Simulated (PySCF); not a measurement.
Some computed properties have been withheld. Give your best values.

Species: C₅H₁₀OSi₃.
SMILES with atom numbers: `[CH:1]#[C:2][Si@@H:3]1[CH:4]=[CH:5][Si@@H:6]([O:7][SiH3:8])[CH2:9]1` (hydrogens: H10 on C1; H11 on Si3; H12 on C4; H13 on C5; H14 on Si6; H15, H16, H17 on Si8; H18, H19 on C9)

```tsv
property	level	value
point group of the GFN2-xTB geometry	GFN2-xTB	?
rotational constants A, B, C of the GFN2-xTB geometry	GFN2-xTB	2.473, 0.476, 0.457 GHz
dipole moment	PBE0/pcSseg-1	?
HOMO energy	PBE0/pcSseg-1	?
LUMO energy	PBE0/pcSseg-1	?
13C chemical shifts (computed TMS as zero) by class	GIAO PBE0/pcSseg-1	?
1H chemical shifts (computed TMS as zero) by class	GIAO PBE0/pcSseg-1	?
isotropic shieldings of nuclei other than C and H, by class	GIAO PBE0/pcSseg-1	?
```

The electronic properties come from PySCF, for the isolated species, density fitting.

Task: Give the 13C chemical shifts (computed TMS as zero) by class.

Result: 163.8 (C5), 160.4 (C4), 103.7 (C1), 89.5 (C2), -6.8 (C9) ppm.

Task: The point group of the GFN2-xTB geometry?

Result: C1.

Task: What is the dipole moment?

Result: 0.33 D.

Task: Give the isotropic shieldings of nuclei other than C and H, by class.

Result: 307 (O7), 347 (Si6), 383 (Si3), 395 (Si8) ppm.

Task: What is the HOMO energy?

Result: -7.83 eV.

Task: The LUMO energy?

Result: -0.86 eV.

Task: What are the 1H chemical shifts (computed TMS as zero) by class?

Result: 7.56 (H13), 7.48 (H12), 5.64 (H14), 5.18 (H11), 5.07 (H15/H16/H17), 1.94 (H10), 0.05 (H18), -0.16 (H19) ppm.

 With B = h/(8π²I), that is 505.379 GHz u Å² over I, the principal moments of inertia are 204.4, 1062.4 and 1105.8 u Å² (most abundant isotopes); the inertial defect Ic − Ia − Ib is -161.0 u Å² (zero for a rigid planar frame, negative otherwise). The rotational constants make it an asymmetric top with κ = (2B − A − C)/(A − C) = -0.98, nearer the prolate limit (−1). The dipole equals about 1.1 × 10⁻³⁰ C·m (1 D = 3.33564 × 10⁻³⁰ C·m).

One conformer stands for the species.
